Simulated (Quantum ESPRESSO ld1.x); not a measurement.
Values are calculated unless marked as measured or tabulated.
The promethium ion Pm58+, 3 electrons, occupied as [He] 2s1. Level of theory: Dirac Kohn-Sham, PBE, spin-unpolarised, spherical densities, point nucleus (ld1.x of Quantum ESPRESSO 7.5).

Normalised radial functions P(r) = r R(r) (large component), r in bohr:

| r | 1s1/2 | 2s1/2 |
|---|---|---|
| 0.001598 | 1.7384 | 0.6541 |
| 0.001745 | 1.8641 | 0.7007 |
| 0.001921 | 2.0098 | 0.7546 |
| 0.002115 | 2.1645 | 0.8117 |
| 0.002328 | 2.3283 | 0.8718 |
| 0.002562 | 2.5012 | 0.9350 |
| 0.00282 | 2.6832 | 1.0011 |
| 0.00308 | 2.8576 | 1.0640 |
| 0.00339 | 3.0558 | 1.1349 |
| 0.003732 | 3.2614 | 1.2076 |
| 0.004108 | 3.4737 | 1.2817 |
| 0.004522 | 3.6913 | 1.3565 |
| 0.004938 | 3.8940 | 1.4247 |
| 0.005435 | 4.1169 | 1.4979 |
| 0.005983 | 4.3393 | 1.5683 |
| 0.006586 | 4.5585 | 1.6345 |
| 0.007249 | 4.7711 | 1.6946 |
| 0.007916 | 4.9571 | 1.7424 |
| 0.008714 | 5.1463 | 1.7843 |
| 0.009592 | 5.3168 | 1.8128 |
| 0.01056 | 5.4636 | 1.8248 |
| 0.01162 | 5.5815 | 1.8170 |
| 0.01269 | 5.6595 | 1.7893 |
| 0.01397 | 5.7069 | 1.7333 |
| 0.01538 | 5.7101 | 1.6466 |
| 0.01693 | 5.6645 | 1.5257 |
| 0.01863 | 5.5666 | 1.3672 |
| 0.02051 | 5.4140 | 1.1685 |
| 0.0224 | 5.2253 | 0.9493 |
| 0.02465 | 4.9672 | 0.6691 |
| 0.02714 | 4.6575 | 0.3471 |
| 0.02987 | 4.3019 | -0.0140 |
| 0.03288 | 3.9081 | -0.4090 |
| 0.03591 | 3.5222 | -0.7944 |
| 0.03952 | 3.0849 | -1.2304 |
| 0.04351 | 2.6434 | -1.6700 |
| 0.04789 | 2.2111 | -2.0973 |
| 0.05271 | 1.8010 | -2.4947 |
| 0.05756 | 1.4546 | -2.8168 |
| 0.06336 | 1.1175 | -3.1048 |
| 0.06975 | 0.8289 | -3.3102 |
| 0.07678 | 0.5916 | -3.4193 |
| 0.08451 | 0.4047 | -3.4237 |
| 0.09228 | 0.2742 | -3.3342 |
| 0.1016 | 0.1708 | -3.1401 |
| 0.1118 | 0.1005 | -2.8587 |
| 0.1231 | 0.0556 | -2.5108 |
| 0.1355 | 0.0288 | -2.1222 |
| 0.1491 | 0.0138 | -1.7213 |
| 0.1629 | 0.0065 | -1.3662 |
| 0.1793 | 0.0027 | -1.0138 |
| 0.1973 | 0.0010 | -0.7138 |
| 0.2172 | 0.0003 | -0.4745 |
| 0.2391 | 0.0001 | -0.2963 |
| 0.2611 | 0.0000 | -0.1812 |
| 0.2874 | 0.0000 | -0.0987 |
| 0.3164 | 0.0000 | -0.0495 |

1s1/2: eigenvalue -51522 eV, 0 radial nodes, <r> = 0.0231 bohr, 90 % of the charge inside 0.0416 bohr. 2s1/2: eigenvalue -12693.5 eV, 1 radial node at r = 0.0298 bohr, <r> = 0.0931 bohr, 90 % of the charge inside 0.144 bohr.
